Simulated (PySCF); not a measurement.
An unknown gives this computed stick spectrum. Theory: TDDFT CAM-B3LYP/def2-SVPD, vertical, gas phase, core orbitals frozen in the response (PySCF 2.14.0, density-fitted response routines). Geometries: PBE0-D3(BJ)/def2-SVP, one conformer each. Relativistic effects are left out although some hold elements past zinc.

```tsv
state	E (eV)	f
S1	6.42	0.0001
S2	6.84	0.016
S3	7.28	0.039
S4	7.54	0.047
S5	7.62	0.092
S6	7.65	0.048
S7	7.78	0.013
S8	7.89	0.026
S9	8.02	0.473
S10	8.14	0.0016
```

Triplets computed (Tamm–Dancoff): 6.06, 6.21, 6.77, 6.83 eV.

Orbital energies (eV): HOMO-3 -10.98, HOMO-2 -10.09, HOMO-1 -9.57, HOMO -9.18, LUMO 0.71, LUMO+1 0.92, LUMO+2 1.19.

Task: Which structure fits? All have the formula CH8GeOSi.
A. `[CH3][GeH2][O][SiH3]`
B. `[GeH2]([SiH3])[O]C`
C. `O[SiH2][CH2][GeH3]`

Result: B. Its S1, at 6.42 eV, is the lowest among the candidates; the nearest of the others has S1 at 7.03 eV. S1 is HOMO→LUMO (84%). Löwdin shares by element: HOMO oxygen 58%, carbon 12%, germanium 9%, hydrogen 6% or more; LUMO germanium 32%, silicon 20%, hydrogen 17% or more (atoms not listed hold the other 31%). At the same level the other candidates give, for their lowest levels:
- `O[SiH2][CH2][GeH3]`: 7.15 eV (f 0.001); 7.80 eV (f 0.018); 7.85 eV (f 0.003); 8.12 eV (f 0.178); 8.34 eV (f 0.043); T1 6.84 eV; HOMO -9.70, LUMO 0.61 eV
- `[CH3][GeH2][O][SiH3]`: 7.03 eV (f 0.002); 7.32 eV (f 0.001); 7.77 eV (f 0.016); 8.10 eV (f 0.050); 8.13 eV (f 0.010); T1 6.66 eV; HOMO -9.61, LUMO 0.90 eV

Shape of the structure used: `[CH3:1][O:2][GeH2:3][SiH3:4]`: C1–O2–Ge3–Si4 179°.
